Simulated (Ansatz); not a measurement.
A structure relaxed at PBE0-D4/def2-TZVP, charge 0, multiplicity 1:

```csv
atom,x (Å),y (Å),z (Å)
N1,-0.860,-0.966,-2.520
In2,0.157,-0.286,-0.930
N3,2.112,0.001,-0.559
O4,-1.047,0.209,0.578
Si5,-0.852,0.665,2.120
H6,-0.441,-0.812,-3.426
H7,-1.824,-0.665,-2.548
H8,2.348,0.008,0.424
H9,2.760,-0.599,-1.048
H10,-1.679,-0.177,3.031
H11,0.574,0.533,2.560
H12,-1.247,2.089,2.319
```

Give its formula and SMILES.

H7InN2OSi, `[NH2][In]([NH2])[O][SiH3]`.

Summarise the bond lengths by kind.

2 × In–N 2.006 to 2.010 Å; 4 × H–N 1.010 to 1.011 Å; 1 × In–O 1.993 Å; 1 × O–Si 1.620 Å; 3 × H–Si 1.490 to 1.499 Å.

Program: Ansatz 0.2.0.
